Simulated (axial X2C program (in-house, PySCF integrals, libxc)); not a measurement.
## Working with the constants of TaH

A bond curve at the PBE0 level, 2c, was computed with an axial X2C code built on PySCF integrals (basis Ta dyall-cv3z [13s14p9d7f4g], H dyall-v3z [6s2p1d] (cores contracted in-house)) for the state Ω = 1 (⟨Sz⟩ = 1.98, ⟨Lz⟩ = -0.98 at PBE0). Its fit gives Re = 1.7718 Å, ωe = 1802.5 cm⁻¹, ωexe = 24.7 cm⁻¹ and αe = 1.206e-01 cm⁻¹; the masses are 180.9480 and 1.0078 u. Two-component means X2C with spin–orbit coupling and atomic mean-field Coulomb and Gaunt terms.

Q: Find the reduced mass, Be and the force constant.

A: From the PBE0 values: μ = 1.0022 u. Be = 16.8576/(μ Re²) = 5.358 cm⁻¹. k = 5.8918×10⁻⁷ μ ωe² = 1.92 mdyn/Å.

Q: The dipole moment p changes by 1.80 D/Å at Re. What harmonic infrared intensity follows?

A: I = 42.256 × (dp/dR)²/μ = 140 km/mol.

Q: Estimate the centrifugal constant by the Kratzer relation.

A: D = 4Be³/ωe² = 1.89e-04 cm⁻¹.

Q: A Morse curve ties αe to the other constants (Pekeris). How well does that hold?

A: αe(Morse) = 6Be²/ωe × (√(ωexe/Be) − 1) = 1.096e-01 cm⁻¹; the PBE0 curve gives 1.206e-01 cm⁻¹, a ratio of 0.91.

Q: Where do the fundamental and the first overtone lie?

A: ν(1←0) = ωe − 2ωexe = 1753.1 cm⁻¹; ν(2←0) = 2ωe − 6ωexe = 3456.8 cm⁻¹.

One determinant describes the state; a PBE0 search over occupations chose it and may have missed a lower one. Density functionals use the spin component along the axis (collinear). Without a current term, density functionals place determinants with orbital angular momentum somewhat too high. With several unpaired electrons one determinant need not be a pure state. Open-shell Ω = 0 determinants with evenly filled partner blocks cannot be reached by this program, so the Ω shown need not be the lowest component. The lowest spin-free determinant has another configuration (M_S = 2, Λ = 2), so the order of states is uncertain and this need not be the ground state.
